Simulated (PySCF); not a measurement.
C2H9NSi3, SMILES [SiH3]N[SiH2]C#C[SiH3].

The structure is a stationary point at PBE-D3(BJ)/def2-SVP. This is a generated structure with no PubChem entry under its InChIKey; it may be hypothetical. Other conformers were not sampled.

Two levels are set side by side: PBE/def2-TZVP (PySCF) and B3LYP/def2-TZVP (PySCF). Same geometry, gas phase. Differences are taken from unrounded values.

| quantity | B3LYP |
|---|---|
| orbital gap (eV) | 6.29 |
| highest occupied level (eV) | -7.44 |
| lowest empty level (eV) | -1.15 |
| dipole moment (D) | 0.92 |
| mean polarisability (bohr³) | 112.3 |

**Question.** What does PBE give, and how far is it from B3LYP? (An estimate is asked for; the answer gives what the named calculation found.)

**Answer.** 
```json
[
 {"quantity": "orbital gap (eV)", "PBE": "4.50", "PBE minus B3LYP": "-1.79"},
 {"quantity": "highest occupied level (eV)", "PBE": "-6.36", "PBE minus B3LYP": "1.08"},
 {"quantity": "lowest empty level (eV)", "PBE": "-1.86", "PBE minus B3LYP": "-0.71"},
 {"quantity": "dipole moment (D)", "PBE": "0.93", "PBE minus B3LYP": "0.01"},
 {"quantity": "mean polarisability (bohr³)", "PBE": "117.5", "PBE minus B3LYP": "5.2"}
]
```

PBE's occupied levels lie high since its potential decays too fast outside the molecule; exact exchange lowers them and widens the gap. PBE's more diffuse valence density responds more strongly to a field. Differences between two approximate levels are no errors against the true value.

Rough cost on one machine, each run with all the roots and properties that it gave: B3LYP against PBE within a factor of 2.
